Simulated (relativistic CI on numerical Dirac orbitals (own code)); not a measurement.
**Forbidden transitions in I¹¹⁺**

These numbers are calculated, not measured: Dirac-Coulomb-Breit CI, separate exchange-only KLI orbitals for each configuration, model QED (radiative potential, 1s self-energy scaled to tabulated hydrogen-like ionisation energies), unscaled Slater integrals (own radial code, finite nucleus).

Configurations in the expansion (outside the closed core [Ar] 3d10): 4s2 4p6 4d6, 4s2 4p5 4d7, 4s2 4p6 4d5 4f, 4s2 4p4 4d8, 4s2 4p6 4d5 5s, 4s 4p6 4d7, 4s2 4p6 4d5 5p, 4s2 4p6 4d4 5s2, 4s2 4p6 4d4 4f 5s, 4s2 4p6 4d5 5d, 4p6 4d8, 4s2 4p6 4d4 5p2, 4s2 4p6 4d5 6s, 4s2 4p6 4d5 6d. Levels of other configurations are missing.

```
λ vac (Å)                 Lower                  Upper  Type   A (s⁻¹)  log gf
   1679.6  4s2 4p6 4d6 5D_4 [1]  4s2 4p6 4d6 3D_3 [19]    M1  7.11e+01   -6.68
   1937.5  4s2 4p6 4d6 5D_2 [3]  4s2 4p6 4d6 3D_1 [20]    M1  6.60e+01   -6.95
   1961.9  4s2 4p6 4d6 5D_3 [2]  4s2 4p6 4d6 3D_3 [19]    M1  2.91e+01   -6.93
   2010.2  4s2 4p6 4d6 5D_3 [2]  4s2 4p6 4d6 3G_3 [18]    M1  3.95e+01   -6.78
   2087.2  4s2 4p6 4d6 5D_4 [1]  4s2 4p6 4d6 3H_4 [12]    M1  6.36e+01   -6.43
   2152.9  4s2 4p6 4d6 5D_2 [3]  4s2 4p6 4d6 3D_2 [17]    M1  4.56e+01   -6.80
   2378.3  4s2 4p6 4d6 5D_4 [1]  4s2 4p6 4d6 3F_3 [10]    M1  3.62e+01   -6.67
   2616.7  4s2 4p6 4d6 5D_0 [5]  4s2 4p6 4d6 3P_1 [14]    M1  8.07e+01   -6.60
   2885.0  4s2 4p6 4d6 5D_1 [4]  4s2 4p6 4d6 1S_0 [13]    M1  2.91e+02   -6.44
   2964.0  4s2 4p6 4d6 5D_2 [3]  4s2 4p6 4d6 3F_2 [11]    M1  4.93e+01   -6.49
   2987.0  4s2 4p6 4d6 5D_3 [2]  4s2 4p6 4d6 3F_3 [10]    M1  5.76e+01   -6.27
   3169.8  4s2 4p6 4d6 5D_4 [1]   4s2 4p6 4d6 3F_4 [6]    M1  1.08e+02   -5.83
   3787.3  4s2 4p6 4d6 3H_5 [8]  4s2 4p6 4d6 1I_6 [21]    M1  2.36e+01   -6.18
   3847.4  4s2 4p6 4d6 3H_6 [9]  4s2 4p6 4d6 1I_6 [21]    M1  5.15e+01   -5.83
   4011.2  4s2 4p6 4d6 5D_3 [2]   4s2 4p6 4d6 3P_2 [7]    M1  2.03e+02   -5.61
   4949.4  4s2 4p6 4d6 5D_1 [4]   4s2 4p6 4d6 3P_2 [7]    M1  4.26e+01   -6.11
   5333.2  4s2 4p6 4d6 3P_2 [7]  4s2 4p6 4d6 3P_1 [14]    M1  1.70e+02   -5.66
   6111.1  4s2 4p6 4d6 3F_4 [6]  4s2 4p6 4d6 3H_4 [12]    M1  7.61e+01   -5.42
   6559.4  4s2 4p6 4d6 3H_6 [9]  4s2 4p6 4d6 3G_5 [15]    M1  3.81e+01   -5.57
  11671.1  4s2 4p6 4d6 5D_4 [1]   4s2 4p6 4d6 5D_3 [2]    M1  2.06e+01   -5.53
```

Terms are leading LS components. Brackets give the number of a level in order of energy, since labels repeat. The list gives strong lines, with weight on those to low levels, among the lowest 200 of 2914 levels, so that lines to higher ones, which can be the strongest, are missing. Levels whose partners in the same complex of configurations lie outside the list can be far off, and so can their lines. Rates are taken at the computed energies, electric ones in the length gauge.

At this charge energies of transitions that change n are usually good to better than 1 %, and those within a shell (Δn = 0) to a few per cent. Terms inside the open d or f shell come out 10 to 20 % too wide with unscaled integrals. Levels and lines within the n = 5 or 6 shells can be off by up to 10 % or somewhat more, and those that change n by about 2 %, since core polarisation is missing.

LS names give the leading component of a level, which can be under half, so a name can repeat, a term be missing and a line seem to break the LS rules.
